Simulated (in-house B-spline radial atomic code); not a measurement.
A run on the molybdenum ion Mo⁺ (an excited or competing configuration) that did not converge. Method: scalar-relativistic (X2C) wB97X, spin-polarised, spherical fractional occupations, Fermi nucleus of rms radius 4.4091 fm; computed with a B-spline radial code for spherical atoms.

Command:
```bash
python run_scf.py task.json out
```
Settings (nuclear radius in fm, mass in u):
```
Z                42
configuration    [Ar] 3d10 4s2 4p5 4d5 4f1
hamiltonian      x2c
method           wb97x
spin_polarised   True
nucleus          fermi
rms_radius       4.4091
atomic_mass      97.9054
speed_of_light   137.035999084
```

First and last ten iterations of the last attempt (damped for 15 steps, keeping 80 % of the old Fock matrix, then DIIS):
```
 iter        energy (Eh)    residual
    1       -4040.208532    4.38e-01
    2       -4042.977036    2.54e-01
    3       -4044.680495    1.67e-01
    4       -4045.643376    1.10e-01
    5       -4046.108417    7.27e-02
    6       -4046.292264    5.04e-02
    7       -4046.362995    3.55e-02
    8       -4046.392731    2.62e-02
    9       -4046.406682    1.97e-02
   10       -4046.413568    1.50e-02
  111       -4046.421697    1.00e-03
  112       -4046.421635    3.17e-03
  113       -4046.421642    3.11e-03
  114       -4046.421645    3.13e-03
  115       -4046.421730    1.29e-03
  116       -4046.421731    4.35e-04
  117       -4046.421739    1.62e-04
  118       -4046.421740    2.77e-04
  119       -4046.421733    4.19e-04
  120       -4046.421742    4.41e-04
 not converged after 120 iterations
```

The smallest residual met was 1.6e-04; the threshold is about 4e-07. No energy from this run should be used. Time taken, with all properties: 27 s on 1 thread of Arm Neoverse V1 (shared host).
